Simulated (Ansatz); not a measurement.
The same silylene loss along the group Si, Ge, Sn.

Computed with Ansatz on PBE0-D4/def2-TZVP structures; ΔE is electronic, products minus reactants. CBS: MP2 limit from def2 TZ/QZ plus the TZ coupled-cluster correction, frozen cores. This one scheme is used for every species. DFT in def2-TZVPP. Elements past krypton have def2 core potentials. For Ge, Sn outer-core shells are correlated without core-valence functions, which leaves a few kJ/mol of doubt a bond. Scalar relativity is left out up to krypton.

```
                                         reaction  CCSD(T)/CBS(def2) (kcal/mol)
            `Cl[Si](Cl)(Cl)Cl` → Cl₂ + `Cl[Si]Cl`                         120.4
`[Cl][Ge]([Cl])([Cl])[Cl]` → Cl₂ + `[Cl][Ge][Cl]`                             ?
`[Cl][Sn]([Cl])([Cl])[Cl]` → Cl₂ + `[Cl][Sn][Cl]`                          70.8
```

**Question.** Fill in the missing values. (An estimate is asked.)

**Answer.** Computed: `[Cl][Ge]([Cl])([Cl])[Cl]` → Cl₂ + `[Cl][Ge][Cl]`: +82.3 kcal/mol.

Largest T1 diagnostic: 0.014, for `[Cl][Sn][Cl]`.
